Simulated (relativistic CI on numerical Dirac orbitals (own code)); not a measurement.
**Charge states of aluminium**

Method of calculation: Dirac-Coulomb-Breit CI, KLI orbitals optimised for each configuration, a model potential for QED, valence Slater integrals scaled by 0.9 (own radial code, finite nucleus).

Each species is treated in one configuration, given outside its closed core. Radial values are for the open shell of highest l, unscaled and averaged over j; ζ includes the Breit term. Labels give the leading LS character, summed over repeated terms.

```csv
Ion,Configuration,Its lowest level,LS weight (%),g_J,g√(J(J+1)),Next level,E (cm⁻¹),ζ (cm⁻¹)
Al,3s²3p,?,?,?,?,?,?,?
Al+,3s²,¹S0,100,,0.00,,,
Al2+,3s,²S1/2,100,2.002,1.73,,,
Al3+,2s²2p⁶,¹S0,100,,0.00,,,
Al4+,2s²2p⁵,²P°3/2,100,1.333,2.58,²P°1/2,3412.1,2269
Al5+,2s²2p⁴,³P2,100,1.499,3.67,³P1,2720.3,2505
Al6+,2s²2p³,⁴S°3/2,100,2.001,3.87,²D°3/2,59233,2760
Al7+,2s²2p²,³P0,100,,0.00,³P1,1716.2,3036
Al8+,2s²2p,²P°1/2,100,0.665,0.58,²P°3/2,5013.5,3333
Al9+,2s²,¹S0,100,,0.00,,,
Al10+,2s,²S1/2,100,2.001,1.73,,,
Al11+,1s²,¹S0,100,,0.00,,,
```

(1) Fill in the row of Al.

With one configuration, terms of near-neutral atoms and ions can be 10 to 25 % off, and close levels can change places.

## Answers

(1) Its lowest level ²P°1/2; LS weight (%) 100; g_J 0.666; g√(J(J+1)) 0.58; Next level ²P°3/2; E (cm⁻¹) 110.74; ζ (cm⁻¹) 73.62.
